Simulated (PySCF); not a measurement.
CH7ClN2Si2, SMILES N[Si@]1(Cl)NC[SiH2]1.

Coordinates come from a B3LYP-D3(BJ)/def2-SVP optimisation. The structure was generated by enumeration; whether it is a known compound was not checked. Other conformers were not sampled.

Two levels are set side by side: TDDFT-PBE/def2-SVPD (PySCF) and TDDFT-CAM-B3LYP/def2-SVPD (PySCF). Vertical, same geometry. The lowest singlet is HOMO→LUMO 88 % with PBE and HOMO→LUMO+1 37 %, HOMO→LUMO+2 27 %, HOMO−1→LUMO 10 %, HOMO−1→LUMO+1 9 % with the other functional; states are paired by order. Differences are taken from unrounded values.

| quantity | TDDFT-CAM-B3LYP | TDDFT-PBE | TDDFT-PBE minus TDDFT-CAM-B3LYP |
|---|---|---|---|
| lowest singlet excitation (eV) | 6.36 | 5.17 | -1.19 |
| lowest triplet excitation (TDA) (eV) | 5.59 | 4.90 | -0.69 |
| first bright state (f over 0.05) (eV) | 6.57 | 6.18 | -0.38 |
| its oscillator strength | 0.06 | 0.08 | 0.02 |

A lower first singlet is the usual sign of a functional without exact exchange. Differences between two approximate levels are no errors against the true value.

Rough cost on one machine, each run with all the roots and properties that it gave: TDDFT-CAM-B3LYP against TDDFT-PBE about 7 times.
